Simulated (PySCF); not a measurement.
Estimate the missing entries of this data sheet.

Phosphorus(iii) oxide, P₄O₆.
Atom-mapped SMILES: `[O:1]1[P:2]2[O:3][P:4]3[O:5][P:6]1[O:7][P:8]([O:9]2)[O:10]3`

```json
{"property": "point group", "level": "PBE0-D3(BJ)/def2-SVP", "value": "?"}
{"property": "rotational constants A, B, C", "level": "PBE0-D3(BJ)/def2-SVP", "value": "1.045, 1.045, 1.045 GHz"}
{"property": "dipole moment", "level": "CAM-B3LYP/def2-SVPD", "value": "0.00 D by symmetry (numerical residue 0.01 D)"}
{"property": "HOMO energy", "level": "CAM-B3LYP/def2-SVPD", "value": "-9.71 eV"}
{"property": "LUMO energy", "level": "CAM-B3LYP/def2-SVPD", "value": "?"}
{"property": "lowest singlet excitation", "level": "TDDFT CAM-B3LYP/def2-SVPD", "value": "6.07 eV (204 nm, f = 0.000 summed over 3 states within 0.01 eV)"}
{"property": "strongest line among the 10 lowest singlet transitions", "level": "TDDFT CAM-B3LYP/def2-SVPD", "value": "S4/S5/S6 at 6.27 eV (198 nm, f = 0.227 summed over these states)"}
{"property": "lowest triplet excitation (Tamm–Dancoff)", "level": "TDA CAM-B3LYP/def2-SVPD", "value": "5.11 eV"}
{"property": "static isotropic polarisability", "level": "CAM-B3LYP/def2-SVPD", "value": "?"}
{"property": "electronic spatial extent ⟨r²⟩ about the centre of nuclear charge", "level": "CAM-B3LYP/def2-SVPD", "value": "1460 bohr²"}
{"property": "isotropic shieldings of nuclei other than C and H, by class", "level": "GIAO B3LYP/pcSseg-1", "value": "154 (O1/O3/O5/O7/O9/O10), 177 (P2/P4/P6/P8) ppm"}
```

Gas-phase values; electronic properties from PySCF, density fitting. Geometry: PBE0-D3(BJ)/def2-SVP; no solvent, vibrations or thermal averaging.

Q: The static isotropic polarisability?

A: 92.8 au.

Q: What is the LUMO energy?

A: -0.43 eV.

Q: What is the point group?

A: Td.

No computed singlet falls in the visible range (750 to 380 nm, 1.65 to 3.26 eV); S1 lies 2.81 eV above its blue end. The vertical singlet–triplet gap S1 − T1 is 0.96 eV (TDDFT singlet less Tamm–Dancoff triplet). Point group Td forbids a permanent dipole, so the rigid molecule has no electric-dipole pure rotational spectrum. The rotational constants are those of a spherical top. With B = h/(8π²I), that is 505.379 GHz u Å² over I, the principal moments of inertia are 483.5, 483.6 and 483.7 u Å² (most abundant isotopes).

For the geometry optimisation (PBE0-D3(BJ)/def2-SVP), on an Arm Neoverse N1 with one thread, no GPU (shared host), this took 2.6 min and 0.70 GiB of memory at its peak.
